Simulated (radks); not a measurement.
The numbers below are computed, except where a source is named.
Species: the selenium ion Se14+. Configuration: [Ar] 4s2 (not the ground configuration).

Level of theory: scalar-relativistic Kohn-Sham, PBE, spin-polarised, spherical densities, point nucleus (a radial shooting solver on a logarithmic mesh with Libxc functionals).

Energy parts (eV):
| part | energy |
|---|---|
| total | -63220.156 |
| kinetic | 64603.688 |
| electron-nucleus | -142550.630 |
| Hartree | 16659.304 |
| exchange-correlation | -1932.518 |

Orbitals (lengths in bohr, moments of r in powers of bohr; <r^-3> diverges for s and p1/2):
| orbital | occ. | eigenvalue (eV) | <r^-3> | <r> | <1/r> |
|---|---|---|---|---|---|
| 1s | 2 | -13009.73 | - | 0.04410 | 34.55 |
| 2s | 2 | -2119.304 | - | 0.1949 | 7.669 |
| 2p | 6 | -1926.990 | 1233 | 0.1702 | 7.498 |
| 3s | 2 | -638.9663 | - | 0.5130 | 2.825 |
| 3p | 6 | -577.5868 | 241.7 | 0.5075 | 2.722 |
| 3d | 0 | -485.3724 | 33.56 | 0.4683 | 2.560 |
| 4s | 2 | -285.1941 | - | 1.062 | 1.336 |
| 4p | 0 | -262.5756 | 71.26 | 1.088 | 1.283 |
| 5s | 0 | -161.0093 | - | 1.818 | 0.7832 |

The highest occupied level is 4s at -285.19 eV. The configuration is held as typed, so some empty levels lie below it. Summed over all electrons, <r^2> = 5.216 bohr^2, which gives a Langevin (diamagnetic) susceptibility term of -4.13 x 10^-6 cm^3/mol. The density falls to 0.001 e/bohr^3 at r = 2.07 bohr.
